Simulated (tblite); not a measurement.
Run record: tight-binding relaxation, `[CH3][GeH2]/[C](F)=C1/C=CC1`.

Computed with GFN2-xTB geometry optimisation, gas phase (tblite 0.8.0). Start geometry: from a force field or distance geometry. The input is one job of a driver script: a line of settings, then coordinates in Å.

Command:
```bash
OMP_NUM_THREADS=1 python probes_run.py task.json out
```

Input:
```
{"job": {"kind": "relax", "xc": "GFN2-xTB", "basis": "xTB"}, "charge": 0, "multiplicity": 1}
C      2.589000    -0.443900     0.336600
Ge     1.476000     0.054000    -1.197300
C     -0.014600     1.121300    -0.673200
F     -0.021300     2.465900    -0.984200
C     -1.043400     0.561800    -0.035700
C     -2.337300     0.961800     0.509100
C     -2.606700    -0.277600     0.922500
C     -1.312000    -0.807800     0.405800
H      3.078600    -1.420900     0.168000
H      1.919300    -0.523900     1.234800
H      3.355400     0.304900     0.567500
H      2.383700     0.750200    -2.227300
H      0.886600    -1.231000    -1.824600
H     -2.815400     1.927300     0.536800
H     -3.454500    -0.708300     1.446700
H     -1.443900    -1.568000    -0.411900
H     -0.646600    -1.153600     1.216500
```

Question: What does the run print?

Answer: 
```
step      E/eV     max force
  0    -652.70662    2.617
  1    -652.85121    1.496
  2    -652.88391    0.705
  3    -652.90302    0.313
  4    -652.91722    0.208
  5    -652.92418    0.233
  6    -652.92929    0.179
  7    -652.93207    0.142
  8    -652.93412    0.106
  9    -652.93608    0.144
... (153 lines left out)
163    -653.00535    0.020
164    -653.00540    0.020
165    -653.00546    0.022
166    -653.00554    0.022
167    -653.00561    0.024
168    -653.00568    0.032
169    -653.00574    0.028
170    -653.00579    0.023
171    -653.00582    0.016
172    -653.00584    0.008
```

«max force» is the largest atomic force in eV/Å.

Question: From which step on does the largest force stay under 0.1 eV/Å, and how much energy is left to gain from there?

Answer: From step 59 (0.081 eV/Å), 23.5 meV above the end.

In short: energy lowered by 6.9 kcal/mol over 172 steps; largest atomic force 0.008 eV/Å at the end.

Question: Where do the atoms end?

Answer: 0.731 Å rms from the input after alignment:
```
atom  x, y, z in Å
C1     3.1052   -0.0982    0.1673
Ge2    1.5336   -0.2894   -0.9976
C3     0.0722    0.8007   -0.2936
F4     0.4344    2.1174   -0.2128
C5    -1.1376    0.4436    0.1085
C6    -2.3382    1.0614    0.6624
C7    -2.9948   -0.1067    0.7221
C8    -1.8438   -0.9059    0.1570
H9     3.9653   -0.6188   -0.2452
H10    2.8992   -0.5022    1.1556
H11    3.3613    0.9531    0.2766
H12    1.8412    0.1978   -2.3854
H13    1.0587   -1.7105   -1.0993
H14   -2.5739    2.0782    0.9146
H15   -3.9745   -0.4057    1.0433
H16   -2.0193   -1.3670   -0.8146
H17   -1.3960   -1.6357    0.8312
```

On one thread of an Arm Neoverse V1, no GPU, on a shared host, this took 1.2 s wall.
Labels such as C1 count atoms from 1, the log's own numbers from 0.
